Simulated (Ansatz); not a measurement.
System: C2H7O2Si, charge 0, multiplicity 2. It need not be the lowest isomer of its formula. SMILES: C[Si](C)(O)[O]
Structure (B3LYP-D3(BJ)/def2-TZVP (Ansatz, a program for electronic structure) minimum search):
```xyz
12

C      1.5812    -0.8368     0.3387
Si    -0.0304     0.0560    -0.0501
C     -1.5452    -0.8276     0.5735
O      0.0272     0.0758    -1.7036
O     -0.0833     1.5522     0.6400
H      1.5690    -1.8574    -0.0422
H      2.4401    -0.3157    -0.0842
H      1.6886    -0.8605     1.4264
H     -2.4507    -0.3228     0.2347
H     -1.5658    -1.8571     0.2150
H     -1.5486    -0.8322     1.6652
H      0.5250     2.2242     0.3221
```
Charge 0, spin multiplicity 2.

Computed values are from Ansatz. Valence correlation only, unless marked. Open shells are spin-unrestricted. Spin-orbit coupling is left out. No relativistic terms. CBS(X,Y): correlation extrapolated as X^-3; Hartree-Fock from the larger set.

**Question.** What is the atomisation energy De at CCSD(T)/CBS(cc-pV(T+d)Z,cc-pV(Q+d)Z)?

**Answer.** 4585.4 kJ/mol.

**Question.** What is the dipole moment at CCSD(T)/aug-cc-pV(D+d)Z?

**Answer.** 1.46 D.

**Question.** What is the total energy at CCSD(T)/CBS(cc-pV(T+d)Z,cc-pV(Q+d)Z)?

**Answer.** -519.7723 Eh.

**Question.** What is the T1 diagnostic at CCSD/cc-pV(Q+d)Z?

**Answer.** 0.016.
